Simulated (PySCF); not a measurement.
CH₃Cl₂NSi₂, SMILES C1=N[Si]([SiH2]1)(Cl)Cl. The structure is a stationary point at PBE0-D3(BJ)/def2-SVP. This is a generated structure with no PubChem entry under its InChIKey; it may be hypothetical.

These are PBE0-D3(BJ)/def2-SVP (PySCF) values and carry that method's errors.

Harmonic wavenumbers (cm⁻¹): 85, 117, 162, 202, 280, 355, 462, 466, 556, 585, 625, 660, 761, 776, 905, 929, 1290, 1612, 2222, 2238, 3062. Rotational constants (GHz): 1.828, 1.274, 0.9717; symmetry number 1.

Task: Work out the zero-point energy and the ideal-gas rigid-rotor harmonic-oscillator thermochemistry at 298.15 K and 1 atm.

Result: ZPE = ½ Σ hcν = ½ × 18351 cm⁻¹ = 109.76 kJ/mol. H − E(el) = 132.48 kJ/mol. Entropy in J/(mol K): translation 171.74, rotation 122.77, vibration 76.47, total 370.97. G − E(el) = 21.87 kJ/mol. Cp = 117.81 J/(mol K). Modes under 150 cm⁻¹ make the vibrational entropy uncertain.
